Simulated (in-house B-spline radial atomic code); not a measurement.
A fraction x of an electron is added to 4p in Se, starting from [Ar] 3d10 4s2 4p4 and keeping the highest spin. Computed with an all-electron radial atomic-structure program (B-spline basis): scalar-relativistic (X2C) BHandHLYP, spin-polarised, spherical fractional occupations, Fermi nucleus of rms radius 4.14 fm.

Caution: exact exchange at fractional occupations of open shells leaves self-interaction of up to several eV.

```csv
x,E(x) - E(0) (eV),4p down level (eV)
0,0.0000,-4.871
0.1,-0.4570,-4.272
0.2,-0.8548,-3.685
0.3,?,?
0.4,-1.4774,-2.550
0.5,-1.7050,-2.004
0.6,?,?
0.7,-1.9999,-0.956
0.8,-2.0705,-0.459
```

Task: What belongs in the row x = 0.3?

Result: An energy change of -1.1945 eV; 4p down at -3.111 eV.

Task: What belongs in the row x = 0.6?

Result: An energy change of -1.8786 eV; 4p down at -1.472 eV.

Task: Check Janak's theorem between x = 0.1 and 0.2.

Result: The slope of the energy is -3.98 eV; the orbital levels give -3.98 eV (ε of the filling orbital, averaged over the two points).
